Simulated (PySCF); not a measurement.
Heteronuclear NMR

Atoms are numbered as in `[CH3:1][O:2][CH2:3][Si:4]([CH3:5])([SiH3:6])[SiH3:7]`. Each H is labelled by its parent atom.

- PBE0/pcSseg-1 with gauge-including orbitals
- GFN2-xTB structure
- code: PySCF 2.14
- one computed conformer, non-relativistic, in vacuum, equivalent nuclei averaged

Task: What are the ²⁹Si shifts?

Result: 
| atoms | environment | σ (ppm) | δ (ppm) |
| --- | --- | --- | --- |
| Si4 | silicon bonded to 2 C, 2 Si | 395.4 | -45.0 |
| Si6/Si7 | silicon bonded to Si, 3 H | 459.1 | -97.4 |

Shieldings were converted by a linear fit to measured shifts: ²⁹Si: δ = 279.94 − 0.822σ (rms 8.9 ppm, 72 shifts, 25.8 ppm with the 6 outliers that the fit left out vs TMS, solution or neat liquid). Occasional misses reach two or three times the rms, and more in compound classes unlike the fitted ones.

On a 500 MHz spectrometer ²⁹Si resonates near 99.3 MHz, so 1 ppm is 99.3 Hz.

Task: Where does ¹⁷O resonate?

Result: 
| atoms | environment | σ (ppm) | δ (ppm) |
| --- | --- | --- | --- |
| O2 | ether oxygen | 321.4 | -26.1 |

Shieldings were converted by a linear fit to measured shifts: ¹⁷O (scatter 10.7 ppm rms, 12.2 ppm with the 3 outliers that the fit left out vs liquid water, solution or neat liquid). Occasional misses reach two or three times the rms, and more in compound classes unlike the fitted ones.

On a 400 MHz spectrometer ¹⁷O resonates near 54.2 MHz, so 1 ppm is 54.2 Hz.
